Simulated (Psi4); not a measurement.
dimethoxyethane (C₄H₁₀O₂), singlet, at a GFN2-xTB geometry. Base run: HF/6-31G in Psi4.

The Psi4 input:
```
memory 2 GB

molecule mol {
0 1
C     2.723918    0.618494   -0.048285
O     1.467993    0.225281    0.437443
C     0.731716   -0.532983   -0.491397
C    -0.663293   -0.785087    0.068050
O    -1.495180    0.298432   -0.269233
C    -2.767254    0.216302    0.316410
H     3.344899   -0.251953   -0.298347
H     3.201048    1.187584    0.746764
H     2.627283    1.248033   -0.941650
H     1.240649   -1.491730   -0.681294
H     0.636639    0.009139   -1.443045
H    -1.074006   -1.718376   -0.349750
H    -0.590880   -0.890623    1.159924
H    -3.295946   -0.691060   -0.004537
H    -2.703255    0.215449    1.411701
H    -3.319462    1.093477   -0.014117
}

set {
  basis 6-31g
  reference rhf
}

energy('scf')
print_variables()
```

Variants of this job, named by their change:

```tsv
change	ΔE vs base (µEh)	SCF cycles	basis functions
base	0.0	7	74
level_shift = 0.3	0.0	7	74
guess = sadno	0.0	9	74
basis_guess = sto-3g	0.0	7	74
guess = sapgau	0.0	9	74
d_convergence = 1e-8	0.0	10	74
scf_type = mem_df	0.0	7	74
df_basis_scf = cc-pvtz-jkfit	-210	7	74
guess = sap	0.0	9	74
scf_type = pk	-259	7	74
scf_initial_accelerator = ediis	0.0	7	74
d_convergence = 1e-4	0.0	7	74
cholesky_tolerance = 1e-6 (with scf_type cd)	-246	7	74
```
